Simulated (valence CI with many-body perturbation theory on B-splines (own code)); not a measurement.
# Missing levels of Eu XXXIII

Level of theory: configuration interaction combined with many-body perturbation theory (CI+MBPT): three valence electrons over a frozen Dirac-Fock core [Ar] 3d10, radial functions for each j: 11 s, 11 p, 10 d, 8 f, 5 g, 2 h, with the one-electron correlation potential Σ1, the two-electron term Σ2, the three-electron term Σ3, Breit, model QED; selected CI, second order for the rest, scaled by the run's own slope (own B-spline code, finite nucleus).

The last digits are not significant, and no measured levels were compared; by estimate large intervals hold to a few tenths of a per cent, small ones and those within an open d or f shell to about a per cent.

```csv
Level,E (cm⁻¹)
(4s^2 4p1/2) J=1/2,0
(4s^2 4p3/2) J=3/2,331870
(4s 4p1/2^2) J=1/2,?
(4s 4p1/2 4p3/2) J=3/2 [a],?
(4s 4p1/2 4p3/2) J=5/2,871460
(4s 4p1/2 4p3/2) J=3/2 [b],946150
(4s 4p1/2 4p3/2) J=1/2,971240
(4s 4p3/2^2) J=5/2,1176900
(4s^2 4d3/2) J=3/2,1283200
(4s 4p3/2^2) J=1/2,1303700
(4s 4p3/2^2) J=3/2,?
(4s^2 4d5/2) J=5/2,?
(4p1/2^2 4p3/2) J=3/2,?
(4s 4p1/2 4d3/2) J=3/2 [a],1755300
(4s 4p1/2 4d3/2) J=5/2,1777600
(4p1/2 4p3/2^2) J=3/2,?
(4p1/2 4p3/2^2) J=5/2,1829600
(4s 4p1/2 4d3/2) J=1/2,1876700
(4s 4p1/2 4d3/2) J=3/2 [b],1878700
(4s 4p1/2 4d5/2) J=5/2 [a],1889600
```

Levels are named by their leading jj configuration (3d3/2^4 stands for four electrons in 3d with j = 3/2), which in mixed levels can hold well under half, so a name can repeat and another be missing. Letters in brackets count levels of one name in rising energy.

**Question.** The levels stand in rising order. What does the calculation give for the missing energies?

**Answer.** (4s 4p1/2^2) J=1/2 563380; (4s 4p1/2 4p3/2) J=3/2 [a] 821490; (4s 4p3/2^2) J=3/2 1357400; (4s^2 4d5/2) J=5/2 1397000; (4p1/2^2 4p3/2) J=3/2 1523500; (4p1/2 4p3/2^2) J=3/2 1804000.
